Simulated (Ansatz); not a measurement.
Geometry optimisation, Ansatz, RKS B3LYP-D4/6-31G.

The input (input.yaml):

```yaml
crystal:
  periodic: [false, false, false]
  atoms:
    - { symbol: C, position_ang: [-0.3266, -2.7136, -1.3223] }
    - { symbol: C, position_ang: [0.1794, -1.5854, -0.8009] }
    - { symbol: F, position_ang: [1.4623, -1.6252, -0.4963] }
    - { symbol: O, position_ang: [-0.4952, -0.4398, -0.5819] }
    - { symbol: C, position_ang: [0.1854, 0.6354, -0.0213] }
    - { symbol: C, position_ang: [-0.5038, 1.9356, -0.5105] }
    - { symbol: Si, position_ang: [0.3754, 0.6295, 1.9007] }
    - { symbol: H, position_ang: [0.2544, -3.5426, -1.5138] }
    - { symbol: H, position_ang: [-1.4203, -2.6623, -1.5613] }
    - { symbol: H, position_ang: [1.2008, 0.6543, -0.3997] }
    - { symbol: H, position_ang: [-0.5537, 1.9205, -1.5835] }
    - { symbol: H, position_ang: [-1.5222, 1.9856, -0.1426] }
    - { symbol: H, position_ang: [-0.0263, 2.8504, -0.2003] }
    - { symbol: H, position_ang: [1.0214, -0.5881, 2.3797] }
    - { symbol: H, position_ang: [1.1321, 1.7955, 2.3436] }
    - { symbol: H, position_ang: [-0.986, 0.7276, 2.555] }
basis:
  gaussian: { orbitals: "6-31G" }
hamiltonian:
  xc: b3lyp
  dispersion: d4
relax:
  f_tol: 0.015
  max_steps: 40
```

Command:

```bash
$ ansatz run input.yaml --threads 1 --pin off --max-ram 2048MiB --backend cpu --events-out ev --progress --plain --runs-dir out
```

Q: Where does it end, and by what steps?

A: The forces met the threshold. The force dipped under the threshold on the way, but the program's further checks kept it going. Limits of this set-up: no polarisation functions. After 24 steps the energy has fallen by 0.623 eV; H9 moved furthest, 0.95 Å.

```
step  energy less start (eV)  largest force component (eV/Å)  accepted
   0                  0.0000                           3.461       yes
   1                 -0.4725                           1.544       yes
   2                 -0.5661                           0.356       yes
   3                 -0.5741                           0.190       yes
   4                 -0.5779                           0.061       yes
   5                 -0.5791                           0.029       yes
   6                 -0.5799                           0.031       yes
   7                 -0.5818                           0.112       yes
   8                 -0.5833                           0.117       yes
   9                 -0.5836                           0.356       yes
  10                 -0.5923                           0.212       yes
  11                 -0.5979                           0.437       yes
  12                 -0.6035                           0.369       yes
  13                 -0.6117                           0.158       yes
  14                 -0.6149                           0.079       yes
  15                 -0.6172                           0.069       yes
  16                 -0.6183                           0.187       yes
  17                 -0.6200                           0.105       yes
  18                 -0.6212                           0.035       yes
  19                 -0.6222                           0.030       yes
  20                 -0.6223                           0.056       yes
  21                 -0.6226                           0.032       yes
  22                 -0.6227                           0.018       yes
  23                 -0.6227                           0.005       yes
  24                 -0.6227                           0.004       yes
```

```xyz
16
Properties=species:S:1:pos:R:3
C -0.335 -2.697 -0.870
C 0.237 -1.502 -0.974
F 1.606 -1.382 -1.256
O -0.388 -0.298 -0.886
C 0.286 0.801 -0.117
C -0.458 2.070 -0.506
Si 0.211 0.402 1.785
H 0.232 -3.597 -1.059
H -1.383 -2.772 -0.618
H 1.326 0.844 -0.454
H -0.412 2.218 -1.590
H -1.511 2.013 -0.213
H -0.007 2.940 -0.017
H 0.819 -0.938 2.066
H 0.976 1.461 2.528
H -1.221 0.416 2.227
```

Whether the end is a true minimum wasn't checked by a vibrational analysis.

Run time: 7.1 min on 1 thread of Intel(R) Xeon(R) Processor @ 2.50GHz (Skylake/Cascade Lake), with other jobs on the host, peak memory 0.24 GiB.
